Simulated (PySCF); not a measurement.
# Spin states of MgTe

Unrestricted PBE0; basis Mg def2-SVP, Te def2-SVP with ECP28; scalar-relativistic core potentials; PySCF 2.14. Outer shells of the fragments: Mg 3s2; Te 4d10 5s2 5p4.

Followed along the bond (rough minima from three points):

| 2Ms+1 | unpaired | ⟨S²⟩ at the start | R at minimum (Å) | Te (eV) |
| --- | --- | --- | --- | --- |
| 1 | none | 0.00 | 2.48 | 0.00 |
| 3 | σ ↑, π ↑ | 2.01 | 2.72 | 0.08 |
| 1 | σ ↑, π ↓ | 1.00 | 2.70 | 0.14 |
| 3 | σ ↑↑ | 2.01 | 2.69 | 1.60 |

Solutions found at the starting distance of 2.675 Å, counted from the lowest of them; the search is not exhaustive and high or unbound solutions are not listed, so other states can lie among these:

| 2Ms+1 | unpaired | term | E (eV) | ⟨S²⟩ | ⟨Lz²⟩ | μ (D) |
| --- | --- | --- | --- | --- | --- | --- |
| 3 | σ ↑, π ↑ | ³Π | 0.00 | 2.01 | 1.01 | -2.30 |
| 1 | σ ↑, π ↓ | mixed | 0.06 | 1.00 | 1.01 | -2.38 |
| 1 | none | ¹Σ⁺ | 0.08 | 0.00 | 0.00 | -6.94 |
| 3 | σ ↑↑ | ³Σ⁺ | 1.52 | 2.01 | 0.00 | -3.36 |
| 3 | π ↑↑ | ³Σ⁻ | 2.33 | 2.00 | 0.00 | 4.72 |
| 3 | π ↑↑ | mixed | 2.58 | 2.02 | 2.01 | -2.67 |
| 1 | π ↑↓ | mixed | 2.70 | 1.01 | 2.01 | 4.71 |
| 1 | π ↑↓ | mixed | 2.72 | 1.06 | 2.01 | -2.45 |
| 1 | none | mixed | 3.78 | 0.00 | 2.00 | 4.75 |
| 3 | σ ↑, π ↑↑↓ | mixed | 4.13 | 3.01 | 3.02 | 4.01 |

A term symbol is given only where ⟨S²⟩ and ⟨Lz²⟩ are close to those of a pure state; real π, δ and φ orbitals otherwise mix terms. A positive dipole means Mg(−)Te(+).

Compare the gap between the two lowest followed solutions at the starting distance with the gap between their minima.

At PBE0 the second solution (triplet, unpaired electrons σ ↑, π ↑) lies -0.08 eV from the first (singlet, closed shell) at 2.675 Å and +0.08 eV at the minima; the two curves relax by different amounts, since their minima lie near 2.72 and 2.48 Å.

Spin–orbit coupling is left out. Counting both spins, an empty level lies below a filled one in some of these solutions, because spin and occupation are held.
